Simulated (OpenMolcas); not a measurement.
**V2+: effect of the metal basis**

V2+ with its 6 nearest oxide ions at 2.252 Å, on the Ca site of CaO (a = 4.8105 Å, distance in the model lattice 2.405 Å). The rest of the host is ab initio model potentials to 7.6 Å and point charges beyond; the distance is set by hand and nothing relaxes.

| Quantity | Value |
| --- | --- |
| Program | OpenMolcas |
| Method | CASSCF |
| Spin-orbit coupling | RASSI with atomic mean-field integrals over the reference wave functions |

Fixed: ligand basis ANO-RCC-VDZP, active space 3 electrons in 5 orbitals (3d), DKH2 Hamiltonian.

States (labels of O, the rotations of Oh). Energies in cm-1 above the lowest state or level, χT in cm3 K/mol; 10Dq and B are least-squares fits to the states below 45000 cm-1, weighted by degeneracy, with a free offset, and given where the rms deviation is under 5 % of |10Dq| (or 100 cm-1) and under 700 cm-1.

| Run | Metal basis | Ground state | First state of that spin | 10Dq | B (rms of fit) | First gap with spin-orbit (degeneracies) | χT at 300 K | First state of another spin | Cost |
| --- | --- | --- | --- | --- | --- | --- | --- | --- | --- |
| A | ANO-RCC-VDZP | 4A2 | 4T2 11732 | 12158 | 896 (179) | 11667 (4, 2) | 1.856 | 2E 16005 | roughly 24 core-seconds |
| B | ANO-RCC-VTZP | 4A2 | 4T2 11389 | 11866 | 892 (215) | 11324 (4, 2) | 1.856 | 2E 15923 | roughly 30 core-seconds |

Against A, |10Dq| changes by -2.4 % in B.

Costs are those of the RASSCF and RASSI steps.

Without dynamic correlation the repulsion within the d shell is too large (B by tens of per cent), so at a given field states of lower spin stand too high. Ligand-to-metal charge-transfer states are missing. With no ligand orbital active B as a rule stays too high, so bands that hang on it stand too high and its fall with covalency is understated. With metal d orbitals alone and no dynamic correlation 10Dq can be off by a tenth to a fifth, either way, in oxide and fluoride hosts. No measured value stands beside these numbers; the geometry was set by hand and not optimised.
